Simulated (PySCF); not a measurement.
SMILES CB(C)N(C)[SiH2]C at its GFN2-xTB optimised geometry (Å):

```
21

Si     0.8795    -0.2010     0.0000
C      2.7768    -0.2010     0.0000
N      0.2392    -1.0004     1.4215
C      1.1563    -1.7126     2.3036
B     -1.1286    -0.9565     1.7691
C     -1.6383    -1.6342     3.1137
C     -2.1638    -0.2158     0.8224
H      0.4178    -0.9124    -1.2034
H      0.4275     1.1966     0.0000
H      3.1337     0.3995    -0.8305
H      3.1904     0.2244     0.9096
H      3.1923    -1.1966    -0.1250
H      2.1381    -1.8136     1.8506
H      1.2685    -1.1828     3.2526
H      0.7753    -2.7117     2.5181
H     -1.5529    -2.7199     3.0605
H     -2.6803    -1.4079     3.3264
H     -1.0536    -1.3247     3.9788
H     -1.9628    -0.3803    -0.2332
H     -3.1923    -0.5131     1.0147
H     -2.1126     0.8604     0.9822
```

Level of theory: B3LYP/def2-SVP run with PySCF. Cells within 0.4 Å of a nucleus heavier than hydrogen are left out (blank, or x).

Map of the deformation density (molecule minus spherical neutral atoms) (e/bohr³) on the plane z = 0.0 Å:

```
|1111111111111111111111111111111|
|1111111111111111111111111111111|
|1111111111111111111111111111111|
|1111111111111111111111111111111|
|1111111111111111111111111111111|
|1111111111111111111111111111111|
|1111111111111111111111111111111|
|1111111111111111111111111111111|
|1111111111111111111111111111111|
|1111111111111111111111111111111|
|1111111111111111111111111111111|
|1111111111111111332111111111111|
|1111111111111113973111111111111|
|1111111111111113873111011111111|
|1111111111111112331132122111111|
|11111111255210000xx266xx2111111|
|11111111399310000xx267xx2111111|
|1111111124421000100133497211111|
|1111111111111111100011387211111|
|1111111111111111110011121111111|
|1111111111111111111111111111111|
|1111111111111111111111111111111|
|1111111111111111111111111111111|
|1111111111111111111111111111111|
|1111111111111111111111111111111|
|1111111111111111111111111111111|
|1111111111111111111111111111111|
|1111111111111111111111111111111|
|1111111111111111111111111111111|
|1111111111111111111111111111111|
|1111111111111111111111111111111|
```
Scale: ten equal steps from -0.018 (start of '0') to 0.080 (end of '9'), in the order '0123456789'; x runs from -5.50 to 5.50, y from -5.50 (bottom) to 5.50 (top).
